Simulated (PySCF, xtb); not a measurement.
CH₁₀O₂Si₃, SMILES C[Si@@H](O)[Si@H](O)[SiH3].

GFN2-xTB (xtb 6.7.1) at its own geometry gives an orbital gap of 3.70 eV and a dipole moment of 0.68 D.

Geometry: ωB97X-D3(BJ)/def2-SVP. The structure was generated by enumeration; whether it is a known compound was not checked. The values are those of a single conformer.

### Question
What does PBE/def2-TZVP run with PySCF give? (An estimate is asked for; the answer gives what the named calculation found.)

### Answer
gap 4.21 eV (levels -6.00 and -1.79 eV), dipole 0.86 D.
